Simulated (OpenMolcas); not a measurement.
Consider [Cu2(μ-Cl)2(F)4]2-, a planar model complex in vacuum (2 bridging Cl, bridge angle 86°, metal-metal distance 3.17 Å, Cu–Cl 2.33 Å; typed geometry, not optimised).

```xyz
8

Cu    -1.5857     0.0000     0.0000
Cu     1.5857     0.0000     0.0000
Cl     0.0000     1.7004     0.0000
Cl     0.0000    -1.7004     0.0000
F     -2.9221     1.3364     0.0000
F     -2.9221    -1.3364     0.0000
F      2.9221     1.3364     0.0000
F      2.9221    -1.3364     0.0000
```

Give the energies of the total-spin states at CASSCF(2,2) on the singly occupied d orbitals (ANO-RCC-VDZP, scalar-relativistic DKH2, RICD, no spin-orbit coupling, OpenMolcas), and the exchange constant.

Local spins 1/2 and 1/2.

```
total S  E (cm⁻¹)  natural occupations, lowest and highest
-------  --------  ---------------------------------------
1             1.9                             1.000, 1.000
0             0.0                             0.978, 1.022
```

J = -0.94 cm⁻¹ (antiferromagnetic).

J is defined by H = −2J S1·S2, so negative values are antiferromagnetic. Wave-function values come from the highest and lowest total spin; broken-symmetry values use Yamaguchi's formula with the computed ⟨S²⟩. The active space holds the singly occupied metal orbitals alone, without bridging-ligand orbitals. No row is a measured value.
